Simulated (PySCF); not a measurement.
GeH, SMILES [GeH] (connectivity only; charge and spin as stated), charge +1, multiplicity 1.

Geometry: PBE-D3(BJ)/def2-TZVPD. The multiplicity is an assumed one; other spin states were not compared.

Calculation: TDDFT-CAM-B3LYP/def2-TZVPD (PySCF 2.14.0).

Vertical excitations; the highest root listed may be one member of a degenerate set. Gas-phase values at a fixed geometry. State labels are in the subgroup C2v.

| state | symmetry | energy (eV) | λ (nm) | f | main pairs |
|---|---|---|---|---|---|
| S1 | B2 | 3.12 | 397 | 0.009 | HOMO→LUMO+1 (degenerate set) |
| S2 | B1 | 3.12 | 397 | 0.009 | HOMO→LUMO (degenerate set) |
| S3 | A1 | 9.46 | 131 | 0.629 | HOMO→LUMO+2 75 %, HOMO→LUMO+3 25 % |
| S4 | A1 | 10.58 | 117 | 0.450 | HOMO→LUMO+3 74 %, HOMO→LUMO+2 25 % |
| S5 | B2 | 10.62 | 117 | 0.017 | HOMO−1→LUMO+1, HOMO→LUMO+5 (degenerate set) |
| S6 | B1 | 10.62 | 117 | 0.017 | HOMO−1→LUMO, HOMO→LUMO+4 (degenerate set) |
| S7 | A1 | 11.21 | 111 | 0.000 | HOMO→LUMO+6 (degenerate set) |
| S8 | A2 | 11.21 | 111 | 0.000 | HOMO→LUMO+7 (degenerate set) |
| S9 | B2 | 11.79 | 105 | 0.825 | HOMO→LUMO+5, HOMO−1→LUMO+1 (degenerate set) |
| S10 | B1 | 11.79 | 105 | 0.825 | HOMO→LUMO+4, HOMO−1→LUMO (degenerate set) |
| T1 | B2 | 2.11 | 587 | 0 | HOMO→LUMO+1 (degenerate set) |
| T2 | B1 | 2.11 | 587 | 0 | HOMO→LUMO (degenerate set) |
| T3 | A1 | 6.95 | 178 | 0 | HOMO→LUMO+2 87 % |
| T4 | B2 | 8.24 | 150 | 0 | HOMO−1→LUMO+1 94 % |
Triplets are in the Tamm–Dancoff approximation, which puts them higher than full response would, so one can lie above its singlet here.
